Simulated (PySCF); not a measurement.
Al2(mu-Br)2(OH)4, H4Al2Br2O4, singlet, PBE0/def2-SVP optimised geometry.

```
12

Al    -2.63     1.10     2.17
Al    -0.70    -0.68     0.00
Br    -1.61    -1.13     2.23
O     -2.02     2.10     3.40
H     -1.11     2.29     3.64
O     -4.30     0.92     1.95
H     -4.95     1.36     2.49
Br    -1.61     1.60     0.00
O      0.99    -0.68     0.00
H      1.61    -0.21     0.56
O     -1.57    -1.60    -1.13
H     -1.15    -2.14    -1.80
```

Density from PBE0/def2-TZVP in PySCF 2.14.0 at that geometry.

Minimum of the electron density along straight lines between bonded atoms, close to the bond critical point (lines longer than 1.1 times the sum of covalent radii, or with two minima, are not listed):

| bond | length / Å | ρ at the minimum / e bohr⁻³ | ∇²ρ there / e bohr⁻⁵ | position (fraction from the first atom) |
|---|---|---|---|---|
| Al1–Br3 | 2.449 | 0.043 | 0.12 | 0.36 |
| Al2–Br3 | 2.448 | 0.043 | 0.12 | 0.36 |
| Al1–O4 | 1.695 | 0.109 | 0.81 | 0.43 |
| O4–H5 | 0.956 | 0.359 | -2.47 | 0.81 |
| Al1–O6 | 1.695 | 0.112 | 0.80 | 0.43 |
| O6–H7 | 0.958 | 0.357 | -2.44 | 0.81 |
| Al1–Br8 | 2.449 | 0.043 | 0.12 | 0.36 |
| Al2–Br8 | 2.449 | 0.043 | 0.12 | 0.36 |
| Al2–O9 | 1.695 | 0.109 | 0.81 | 0.43 |
| O9–H10 | 0.956 | 0.359 | -2.47 | 0.81 |
| Al2–O11 | 1.695 | 0.112 | 0.80 | 0.43 |
| O11–H12 | 0.958 | 0.357 | -2.44 | 0.81 |
